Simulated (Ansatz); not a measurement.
`[F][GeH2][F]` + `C#C[SiH2]O` → `[OH][GeH]([F])[F]` + `C#C[SiH3]`  (redistribution)

Calculated with Ansatz (gas phase, PBE0-D4/def2-TZVP geometries, no zero-point term in ΔE). CBS: MP2 limit from def2 TZ/QZ plus the TZ coupled-cluster correction, frozen cores. Functionals use def2-TZVPP. HSE06 is defined as in plane-wave codes. For Ge outer-core shells are correlated without core-valence functions, which leaves a few kJ/mol of doubt a bond. Scalar relativity is left out up to krypton. Each species was taken in one conformer, which may not be the lowest.

```tsv
level	ΔE (kJ/mol)
HSE06	39.8
CCSD/def2-SVP	25.2
HF/def2-TZVPP	43.3
SCS-MP2/def2-TZVPP	38.8
```

Q: What does CCSD(T)/CBS give? (Estimate.)

A: Ansatz gave: +41.4 kJ/mol. The listed levels differ from it by -1.6, -16.2, 1.9, -2.6 kJ/mol.

Largest T1 diagnostic among the species: 0.013.

In def2-TZVPP, CCSD(T) changes the Hartree–Fock value by −6.0 kJ/mol (the triples alone add −1.3 kJ/mol) and MP2 by −4.6 kJ/mol. From BLYP to BHLYP (50 % exact exchange), in def2-TZVPP and without D4, ΔE moves by +3.5 kJ/mol.
